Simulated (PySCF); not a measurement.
Calculation: CAM-B3LYP-D3(BJ)/def2-TZVP (PySCF 2.14.0). All species are isolated molecules in the gas phase. One relaxed conformer stands for a flexible species; it need not be the lowest. Delta-SCF ions had no search for a lower state. Excitations are Tamm–Dancoff values on a coarser integration grid. The basis has no diffuse functions, so Rydberg states are missing or too high.

Reference species (SMILES): `[OH][In]([SH])[SH]` (neutral, multiplicity 1).

```
Item                                           Result
-------------------------------------------  --------
S1 oscillator strength                          0.000
LUMO                                         -0.79 eV
vertical ionisation energy (Delta-SCF)        9.83 eV
brightest of the four lowest singlets (TDA)   6.07 eV
```

Changed species: `[OH][In]([OH])[SH]` (1 of 3 OH replaced by SH; the reference has 2 of 3 OH replaced by SH).

Problem. What does the change do to the S1 oscillator strength, LUMO, vertical ionisation energy (Delta-SCF) and brightest of the four lowest singlets (TDA)?

Solution. the S1 oscillator strength stays essentially unchanged; the LUMO falls by 0.11 eV, to -0.90 eV; the vertical ionisation energy (Delta-SCF) rises by 0.33 eV, to 10.16 eV; the brightest of the four lowest singlets (TDA) decreases by 0.25 eV, to 5.82 eV.
